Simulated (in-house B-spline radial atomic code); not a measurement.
RPA correlation on BLYP: Yb+

Configuration [Xe] 4f14 6s1, highest spin, mean-field start BLYP. Computed with a B-spline radial code for spherical atoms: all electrons, scalar-relativistic (spin-free one-electron X2C), finite nucleus, each spin shell either full or empty, empty states to l = 9 with an (l + 1/2)⁻⁴ tail; G0W0 by contour deformation at full frequency.

Without the two-electron picture change, the correlation of inner shells comes somewhat too large for so heavy an element.

RPA overbinds a lone outer s electron by self-correlation, and G0W0 tends to as well.

The highest G0W0 level has too low a weight to be given.

Command:
```bash
python run_gw.py task.json out
```
Settings (radii: box in bohr, nucleus in fm):
```
Z                        70
electrons                69
configuration            [Xe] 4f14 6s1
hamiltonian              x2c
method                   b88,lyp
lmax                     9
rms_radius               5.3108
spin_polarised           True
box_radius               23.78
intervals                70
ion_configuration        [Xe] 4f14
```

Time taken, with all properties: 25 s on 1 thread of Arm Neoverse N1, on a shared host.

Energies (hartree):

```csv
term,value
mean-field total,-14060.50548
Hartree-Fock functional on these orbitals,-14054.38878
direct second order,-8.2937
second-order exchange,1.9899
SOSEX correction,1.7597
```

Q: What is the RPA correlation energy, and what remains with SOSEX?

A: RPA gives -6.5237 hartree (-2.57 eV per electron); RPA + SOSEX gives -4.764, and the second-order doubles -6.3038 hartree (no singles). SOSEX takes back 27 % of the RPA value.

Q: What does it cost to remove one electron (to [Xe] 4f14) by differences of total energies, each species on its own start (correlation terms add to the Hartree-Fock functional)?

A: BLYP 12.515 eV, Hartree-Fock functional 11.049 eV, + RPA 12.664 eV, + RPA + SOSEX 12.032 eV, + second order 13.985 eV. Tabulated: 12.179 eV (NIST, measured); the calculation leaves out spin-orbit coupling, Breit and QED terms, and what these don't explain is the method's own error.
